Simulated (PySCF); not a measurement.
## Working out the ionisation energy of Cd

Cd [Kr] 4d10 5s2 (1S) → Cd+ [Kr] 4d10 5s1 (2S). Calculation: PySCF 2.14, in aug-cc-pVDZ-PP with ECP28MDF; a scalar-relativistic core potential. Frozen: 4s2 4p6. Energies in hartree (1 hartree = 27.21139 eV):

```tsv
part	Cd (lower)	Cd+ (upper)
UHF	-166.837873	-166.565887
MP2 opposite-spin	-0.247698	-0.207172
MP2 same-spin	-0.136978	-0.123484
```

Question: What does Hartree-Fock give?

Answer: (-166.565887) − (-166.837873) = 0.271986 hartree = 7.401 eV.

Question: What do MP2 and SCS-MP2 (6/5 opposite-spin, 1/3 same-spin) give?

Answer: The opposite-spin parts differ by 1.103 eV and the same-spin parts by 0.367 eV. MP2: 7.401 + (1.103) + (0.367) = 8.871 eV. SCS-MP2: 7.401 + 1.2 × (1.103) + (0.367)/3 = 8.847 eV.

Measured between the centres of the two terms (NIST): 8.994 eV, so MP2 (valence) is off by -0.123 eV.

A double-zeta basis recovers only part of the correlation energy.

What remains against the reference includes basis incompleteness, the frozen core and correlation beyond second order.
